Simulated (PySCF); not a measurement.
Two-component Hartree-Fock for Yb (ytterbium, neutral)

Start: [Xe] 4f14 6s2. Calculated with PySCF 2.14 in x2c-SVPall-2c: generalised Hartree-Fock with the X2C-1e Hamiltonian and a Gaussian nucleus; one run each with spin-orbit coupling (SO) switched off, then screened by Boettger's factors.

| spinor shell | electrons | ε, spin-free (eV) | ε, screened SO (eV) | weight of nominal j (screened SO) | rms radius, screened SO (bohr) |
| --- | --- | --- | --- | --- | --- |
| 1s1/2 | 2 | -61643.1 | -61627.7 | 1.000 | 0.0223 |
| 2s1/2 | 2 | -10575.4 | -10570.7 | 1.000 | 0.0901 |
| 2p1/2 | 2 | -9319.7 | -10063.9 | 1.000 | 0.0768 |
| 2p3/2 | 4 | -9319.7 | -9010.8 | 1.000 | 0.0838 |
| 3s1/2 | 2 | -2439.3 | -2437.9 | 1.000 | 0.231 |
| 3p1/2 | 2 | -2053.7 | -2214.1 | 1.000 | 0.222 |
| 3p3/2 | 4 | -2053.7 | -1986.3 | 1.000 | 0.237 |
| 3d3/2 | 4 | -1580.6 | -1609.5 | 1.000 | 0.210 |
| 3d5/2 | 6 | -1580.6 | -1560.2 | 1.000 | 0.214 |
| 4s1/2 | 2 | -507.37 | -507.03 | 1.000 | 0.519 |
| 4p1/2 | 2 | -378.36 | -415.01 | 1.000 | 0.531 |
| 4p3/2 | 4 | -378.36 | -362.99 | 1.000 | 0.564 |
| 4d3/2 | 4 | -205.40 | -211.20 | 1.000 | 0.600 |
| 4d5/2 | 6 | -205.40 | -201.34 | 1.000 | 0.612 |
| 5s1/2 | 2 | -66.190 | -66.149 | 1.000 | 1.31 |
| 5p1/2 | 2 | -33.836 | -38.415 | 1.000 | 1.49 |
| 5p3/2 | 4 | -33.836 | -31.959 | 1.000 | 1.62 |
| 4f5/2 | 6 | -13.465 | -14.270 | 1.000 | 0.851 |
| 4f7/2 | 8 | -13.465 | -12.701 | 1.000 | 0.869 |
| 6s1/2 | 2 | -5.307 | -5.311 | 1.000 | 4.56 |

```csv
quantity,spin-free,screened SO
E (hartree),-14048.62062,-14061.71368
M_J,0,0
⟨J²⟩,0.000,0.000
⟨L²⟩,0.000,0.107
⟨S²⟩,0.000,0.107
```

Breit and QED terms are absent; they matter most for the inner s and p1/2 levels.

Densities and radii are taken from the X2C orbitals without a picture-change correction, which distorts them close to the nucleus.

Without spin-orbit coupling the j labels of p, d and f shells carry no meaning; the spin-free column gives the mean over the occupied spinors of each nl shell.
